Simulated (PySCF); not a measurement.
SMILES C(/F)=C/[SiH3], singlet, CAM-B3LYP/def2-SVP optimised geometry.

```
9

F      2.03     0.23     0.00
C      1.31    -0.88     0.00
C     -0.02    -0.88     0.00
Si    -1.11     0.63     0.00
H      1.95    -1.77     0.00
H     -0.48    -1.88     0.00
H     -0.30     1.88    -0.07
H     -2.03     0.58    -1.17
H     -1.94     0.66     1.24
```

Density from CAM-B3LYP/def2-TZVP run with PySCF 2.14.0 at that geometry.

Minimum of the electron density along straight lines between bonded atoms, close to the bond critical point (lines longer than 1.1 times the sum of covalent radii, or with two minima, are not listed):

| bond | length / Å | ρ at the minimum / e bohr⁻³ | ∇²ρ there / e bohr⁻⁵ | position (fraction from the first atom) |
|---|---|---|---|---|
| F1–C2 | 1.333 | 0.271 | -0.04 | 0.67 |
| C2–C3 | 1.327 | 0.358 | -1.11 | 0.54 |
| C3–Si4 | 1.869 | 0.119 | 0.21 | 0.61 |
| C2–H5 | 1.095 | 0.287 | -1.05 | 0.66 |
| C3–H6 | 1.094 | 0.274 | -0.93 | 0.65 |
| Si4–H7 | 1.485 | 0.123 | 0.15 | 0.49 |
| Si4–H8 | 1.490 | 0.121 | 0.14 | 0.49 |
| Si4–H9 | 1.490 | 0.121 | 0.14 | 0.49 |
